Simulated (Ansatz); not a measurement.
C2H7BFNO (`NBOCCF`). The species carries charge 0 and has multiplicity 1. All single points use the PBE0-D4/def2-TZVP geometry. It is one conformer, not always the lowest.

```xyz
13

N     0.878    0.427    2.406
B     0.834   -0.105    1.114
O     0.285    0.648    0.113
C     0.132    0.130   -1.182
C    -1.306   -0.197   -1.471
F    -1.717   -1.275   -0.710
H     1.275   -0.073    3.180
H     0.499    1.329    2.637
H     1.289   -1.192    0.888
H     0.745   -0.769   -1.319
H     0.464    0.885   -1.903
H    -1.429   -0.459   -2.527
H    -1.951    0.651   -1.225
```

Question: What is the dipole moment at r2SCAN/def2-TZVPP? (Best estimate.)

Answer: The calculation gave: 1.38 D, with components (0.62, 1.21, -0.26) D in this frame, pointing from negative to positive charge.

Question: And with PBE, B3LYP, ωB97M-V? (An estimate is asked.)

Answer: Computed: PBE 1.35 D, B3LYP 1.39 D, ωB97M-V 1.39 D.

Question: Give the Mulliken charges with r2SCAN, ωB97M-V, B3LYP in def2-TZVPP. (Estimate.)

Answer: The calculation gave: 
```
atom  r2SCAN  ωB97M-V  B3LYP
  N1   -0.35    -0.25  -0.29
  B2    0.23     0.15   0.16
  O3   -0.35    -0.33  -0.34
  C4    0.14     0.00   0.08
  C5    0.16     0.04   0.08
  F6   -0.25    -0.23  -0.25
  H7    0.18     0.13   0.16
  H8    0.17     0.13   0.15
  H9   -0.06     0.01  -0.04
 H10    0.03     0.08   0.06
 H11    0.03     0.09   0.07
 H12    0.03     0.09   0.08
 H13    0.03     0.09   0.07
```

B3LYP here is the variant with VWN-RPA as its local correlation; programs differ in this.
